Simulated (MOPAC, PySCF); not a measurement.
C₂H₆N₂O, SMILES `N/C=N\CO`, neutral singlet in the gas phase. 

Cartesian coordinates (Å):
SMILES: N/C=N\CO
```xyz
11

N     -1.4069     0.3383    -0.5272
C     -0.9526    -0.8019     0.0685
N      0.1714    -0.9885     0.6510
C      1.0700     0.1338     0.7249
O      1.3445     0.7876    -0.5302
H     -2.2544     0.2921    -1.0665
H     -0.7134     1.0184    -0.8066
H     -1.6703    -1.6246     0.0631
H      2.0118    -0.2053     1.1662
H      0.6499     0.9257     1.3594
H      1.7500     0.1244    -1.1026
```
Charge 0, multiplicity 1.

All levels are single points at this geometry (r2SCAN-D4/def2-TZVP); Pople sets use spherical d functions. Orbital energies aren't observables, and empty levels follow the basis.

HF/3-21G in PySCF gives HOMO (eV) = -9.49.

Problem. Estimate the HOMO (eV) from each of these levels: PBE-D3(BJ)/def2-TZVP in PySCF; r2SCAN-D4/def2-TZVP in PySCF; B3LYP/3-21G in PySCF; B3LYP/6-311+G** in PySCF; BP86/6-31G* in PySCF; PBE/6-31G* in PySCF; HF/6-31G* in PySCF; HF/STO-3G in PySCF; AM1 in MOPAC; PM3 in MOPAC; PM6 in MOPAC; PM7 in MOPAC.

Solution. 
```csv
level,HOMO (eV)
PBE-D3(BJ)/def2-TZVP in PySCF,-5.62
r2SCAN-D4/def2-TZVP in PySCF,-5.93
B3LYP/3-21G in PySCF,-5.98
B3LYP/6-311+G** in PySCF,-6.87
BP86/6-31G* in PySCF,-5.28
PBE/6-31G* in PySCF,-5.16
HF/6-31G* in PySCF,-9.69
HF/STO-3G in PySCF,-7.53
AM1 in MOPAC,-9.67
PM3 in MOPAC,-9.24
PM6 in MOPAC,-9.72
PM7 in MOPAC,-9.72
```
